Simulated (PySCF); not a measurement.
An unknown gives this computed stick spectrum. The calculation used TDDFT CAM-B3LYP/def2-SVPD, vertical, gas phase, core orbitals frozen in the response (PySCF 2.14.0, density-fitted response routines). Geometries: PBE0-D3(BJ)/def2-SVP, one conformer each.

```
state  E (eV)  λ (nm)       f
   S1    6.71   184.8   0.127
   S2    6.95   178.3   0.023
   S3    6.98   177.5   0.119
   S4    7.45   166.4   0.019
   S5    7.52   164.9   0.116
   S6    7.70   161.0   0.018
   S7    7.72   160.5   0.032
   S8    7.86   157.6  0.0096
   S9    8.03   154.5   0.015
  S10    8.20   151.2   0.015
```

Triplets computed (Tamm–Dancoff): 4.30, 6.44, 6.65, 7.06 eV.

Orbital energies (eV): HOMO-3 -10.06, HOMO-2 -9.69, HOMO-1 -9.51, HOMO -8.49, LUMO 0.80, LUMO+1 1.30, LUMO+2 1.67.

Question: Which structure fits?
A. `C=C[C@@H]1C[Si@H]1N([SiH3])[SiH3]`
B. `C=C/C=C\B(Cl)Cl`
C. `COc1cccnc1`
D. `C=C[B@H-]1[NH2+][B@@H-](C)[NH2+]1`

Answer: D. Its S1, at 6.71 eV, is the highest among the candidates; the nearest of the others has S1 at 5.54 eV. S1 is HOMO→LUMO (85%). Löwdin shares by element: HOMO carbon 63% or more, boron 9% or more, hydrogen 6% or more (atoms not listed hold the other 22%); LUMO boron 44%, hydrogen 10% or more, carbon 7% or more (atoms not listed hold the other 40%). At the same level the other candidates give, for their lowest levels:
- `COc1cccnc1`: 5.00 eV (f 0.004); 5.13 eV (f 0.077); 5.75 eV (f 0.000); 6.07 eV (f 0.091); 6.68 eV (f 0.011); T1 4.00 eV; HOMO -8.05, LUMO 0.26 eV
- `C=C/C=C\B(Cl)Cl`: 4.69 eV (f 0.641); 5.27 eV (f 0.000); 5.57 eV (f 0.000); 6.40 eV (f 0.089); 6.70 eV (f 0.000); T1 2.66 eV; HOMO -8.62, LUMO -1.51 eV
- `C=C[C@@H]1C[Si@H]1N([SiH3])[SiH3]`: 5.54 eV (f 0.150); 6.04 eV (f 0.156); 6.22 eV (f 0.060); 6.39 eV (f 0.118); 6.49 eV (f 0.010); T1 3.96 eV; HOMO -7.53, LUMO 0.63 eV

Conformer computed: `[CH2:1]=[CH:2][B@H-:3]1[NH2+:4][B@@H-:5]([CH3:6])[NH2+:7]1`: C1–C2–B3–N4 12°.
